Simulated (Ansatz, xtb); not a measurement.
**Relative energy of two isomers of CH3AgSi**

Structure I: `C=[SiH][Ag]`, a singlet. Structure II: `C[Si][Ag]`, a singlet. Both are isolated molecules in the gas phase, relaxed with B3LYP-D4/def2-TZVP.

I (Å):

```csv
atom,x (Å),y (Å),z (Å)
C,-1.9806,1.1622,0.0751
Ag,0.2914,2.1124,-2.5922
Si,-0.4244,1.0033,-0.6236
H,-2.7515,1.7929,-0.3480
H,-2.2584,0.6314,0.9791
H,0.5245,0.0988,0.0756
```

II (Å):

```
atom   x (Å)    y (Å)    z (Å)
   C  1.0234  -0.5682  -0.8327
  Ag  2.4987  -2.3143   1.6363
  Si  0.5702  -2.1343   0.1600
   H  1.9784  -0.6990  -1.3523
   H  1.1593   0.2893  -0.1653
   H  0.2545  -0.3211  -1.5688
```

Energies in hartree; the thermal terms are from B3LYP-D4/def2-TZVP harmonic frequencies (ideal gas, rigid rotor, one conformer each, 298.15 K, 1 atm) and include the zero-point energy:

|  | I | II |
| --- | --- | --- |
| E, CCSD(T)/def2-TZVP | −475.417650 | −475.412760 |
| zero-point energy | 0.033011 | 0.035743 |
| H(298 K) − E | 0.038829 | 0.041893 |
| G(298 K) − E | 0.003822 | 0.005282 |

Problem. Work out ΔE, ΔE₀, ΔH and ΔG for I → II in kcal/mol (1 Eh = 627.51 kcal/mol) and the equilibrium ratio [II]/[I].

Solution. 1. ΔE = −475.412760 − (−475.417650) = +0.004890 Eh = +3.07 kcal/mol.
2. ΔE₀ = ΔE + ΔZPE = +0.004890 + (+0.002732) Eh = +4.78 kcal/mol.
3. ΔH = ΔE + (+0.003064) Eh = +4.99 kcal/mol.
4. ΔG = ΔE + (+0.001460) Eh = +3.98 kcal/mol, so ΔS = (ΔH − ΔG)/T = +14.1 J/(mol K).
5. kT = 0.9442 mEh, so K = [II]/[I] = exp(−ΔG/kT) = exp(−6.73) ≈ 0.0012.

Structure I is favoured at this temperature. An error of 1 kcal/mol in ΔG would change K by a factor of 5.4. B3LYP-D4/def2-TZVP found them nearly level. GFN2-xTB, HF/STO-3G gave ΔE the other sign. Large T1 diagnostics make the coupled-cluster value less sure. Mirror images and further conformers aren't counted.

As drawn, II has 1 C–Si, 1 C–H in place of 1 C=Si, 1 Si–H.

Other levels gave ΔE = −12.2 (GFN2-xTB); −20.7 (HF/STO-3G, GFN2-xTB geometries); +1.1 (r2SCAN-D4/def2-SVP, GFN2-xTB geometries); +0.1 (B3LYP-D4/def2-TZVP); +4.2 (HF/def2-TZVP); +5.2 (MP2/def2-TZVP) kcal/mol. The correlated steps freeze 6 core orbitals; the last core shell of Ag is correlated, in a basis made for valence electrons. Atoms past krypton carry core potentials in the def2 sets, without spin–orbit terms. Programs: Ansatz 0.2.0, xtb 6.7.1.
